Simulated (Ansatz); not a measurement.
`[AlH2][O][SiH3]` + `O[SiH](Cl)Cl` → `[SiH3]O[SiH](Cl)Cl` + `[OH][AlH2]`  (ligand exchange at the Si–O bond)

Gas-phase electronic energies from Ansatz, PBE0-D4/def2-TZVP geometries. CCSD(T)/CBS adds triple-zeta CCSD(T) − MP2 to the extrapolated MP2 energy (def2 sets, frozen cores). This one scheme is used for every species. Functionals use def2-TZVPP. One conformer a species, not always the lowest.

(1) Is it downhill or uphill in electronic energy at CCSD(T)/CBS, and by how much? (Best estimate.)

(2) What do these levels give: revPBE-D4, r2SCANh-D4, PBE, MP2/def2-SVP, CCSD(T)/def2-SVP, MP2/def2-QZVPP? (Estimate.)

Largest T1 diagnostic among the species: 0.012.

## Answers

(1) Computed: Uphill: ΔE = +3.1 kJ/mol.

(2) The calculation gave: revPBE-D4 2.8, r2SCANh-D4 5.9, PBE 6.8, MP2/def2-SVP 6.4, CCSD(T)/def2-SVP 6.0, MP2/def2-QZVPP 3.0 kJ/mol.

The D4 term adds −4.8 kJ/mol with B3LYP and −2.9 kJ/mol with PBE0; it sums over pairs of atoms, weighted by their polarisabilities, and B3LYP, whose exchange is more repulsive, gets the larger term. Leaving LDA and LC-ωPBE aside and taking each functional with its dispersion term where it has one, the values, not all of them listed here, spread over 5.1 kJ/mol, from BLYP-D4 to B97M-V. In def2-TZVPP, CCSD(T) changes the Hartree–Fock value by −5.7 kJ/mol (the triples alone add −0.8 kJ/mol) and MP2 by −6.2 kJ/mol.

B3LYP here is the variant with VWN-RPA as its local correlation; programs differ in this.
